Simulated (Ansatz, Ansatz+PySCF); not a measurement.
```yaml
atoms:
  - { symbol: Cu, position_ang: [0.0000, 0.0000, -0.0531] }
  - { symbol: H, position_ang: [0.0000, 0.0000, 1.5411] }
```

RHF-MP2 on singlet CuH was run in several spherical basis sets with Ansatz (development build ahead of 0.2.0). Frozen core: 5 orbitals.

(1) Rank the basis sets by the total energy that they give, lowest first, with the distance from the lowest.
A. cc-pVTZ
B. def2-TZVP
C. def2-SVP
D. cc-pVDZ
E. 6-31G(d)

Answers

(1) A (0.00 eV), D (6.51 eV), B (7.40 eV), C (22.21 eV), E (26.31 eV).

Totals follow the description of the cores as much as that of the bonds, so this order isn't one of quality for chemistry.
